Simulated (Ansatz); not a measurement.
Harmonic frequencies (cm⁻¹) at PBE0-D4/def2-TZVP from Ansatz: 187, 274, 494, 707, 818, 3846.

Each molecule was computed in one conformer, which needn't be the lowest.

(1) Which molecule is it?
A. `[OH][Ge][Br]`
B. `[Cl][Ge][Cl]`
C. `[OH][Ge][F]`
D. `[F][Ge][F]`

Answers

(1) A.
